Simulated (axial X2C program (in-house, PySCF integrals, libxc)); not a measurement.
# Testing model relations on CsAu

A bond curve at the PBE0 level, with spin–orbit coupling, was computed with an in-house all-electron X2C program for linear molecules (integrals from PySCF) (basis Au dyall-v2z [11s12p9d5f], Cs dyall-v2z [12s13p7d] (cores contracted in-house)) for the state Ω = 0 (closed shell). Its fit gives Re = 3.0749 Å, ωe = 100.4 cm⁻¹, ωexe = 0.142 cm⁻¹ and αe = 5.711e-05 cm⁻¹; the masses are 196.9666 and 132.9054 u. Two-component means X2C with spin–orbit coupling and atomic mean-field Coulomb and Gaunt terms.

Problem. Find the reduced mass, Be and the force constant.

Solution. From the PBE0 values: μ = 79.3578 u. Be = 16.8576/(μ Re²) = 0.02247 cm⁻¹. k = 5.8918×10⁻⁷ μ ωe² = 0.471 mdyn/Å.

Problem. Where do the fundamental and the first overtone lie?

Solution. ν(1←0) = ωe − 2ωexe = 100.1 cm⁻¹; ν(2←0) = 2ωe − 6ωexe = 199.9 cm⁻¹.

Problem. The dipole moment p changes by 4.29 D/Å at Re. What harmonic infrared intensity follows?

Solution. I = 42.256 × (dp/dR)²/μ = 9.8 km/mol.

Problem. Give B0, the J = 1←0 line in GHz and the most populated J at 300 K (kT = 208.5 cm⁻¹).

Solution. B0 = Be − αe/2 = 0.02244 cm⁻¹; 2B0 = 1.345 GHz; J(max) ≈ √(kT/2B0) − 1/2 = 67.7, so J = 68.

Problem. Estimate the centrifugal constant by the Kratzer relation.

Solution. D = 4Be³/ωe² = 4.50e-09 cm⁻¹.

Occupations by symmetry block were frozen at the best pattern of an incomplete PBE0 search.
